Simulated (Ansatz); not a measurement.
CH₇GaSn (`[CH3][SnH2][GaH2]`). Charge 0, multiplicity 1. Sn: def2 effective core potential.

```xyz
10

C    -1.3177   -0.7499    0.9792
Sn    0.1446   -0.5853   -0.5873
Ga    1.4996    1.6586   -0.5415
H    -1.8355   -1.7063    0.9041
H    -0.8299   -0.6844    1.9519
H    -2.0461    0.0567    0.8949
H     1.2109   -1.9252   -0.4568
H    -0.6661   -0.7694   -2.0897
H     1.2690    2.7259    0.5945
H     2.5711    1.9792   -1.6494
```

Problem. List the harmonic frequencies (cm⁻¹, unscaled) at PBE0-D4/def2-TZVP in Ansatz. (Estimate.)

Solution. Computed: 29, 90, 98, 208, 255, 370, 466, 521, 563, 568, 707, 754, 788, 794, 1222, 1455, 1455, 1895, 1898, 1938, 1949, 3067, 3163, 3164.

Problem. Is this a minimum?

Solution. Yes, all 24 modes are real.

Problem. Give the ideal-gas thermochemistry at 298.15 K and 1 bar (rigid rotor, harmonic oscillator; point group Cs, symmetry number 1).

Solution. Zero-point energy 164.0 kJ/mol; H(298) − E = 186.9 kJ/mol; entropy 380.3 J/(mol·K), of which translation 175.4, rotation 115.6, vibration 89.3; G(298) − E = 73.5 kJ/mol. Modes under 100 cm⁻¹ are hindered rotations or soft bends, so the harmonic entropy is rough.

Problem. And at 400, 500, 600, 800 and 1000 K?

Solution. 
| T (K) | H − E (kJ/mol) | S (J/mol/K) | G − E (kJ/mol) |
| --- | --- | --- | --- |
| 400 | 199.3 | 416.0 | 32.9 |
| 500 | 213.1 | 446.6 | -10.2 |
| 600 | 228.1 | 473.9 | -56.3 |
| 800 | 261.0 | 521.2 | -155.9 |
| 1000 | 297.1 | 561.4 | -264.3 |
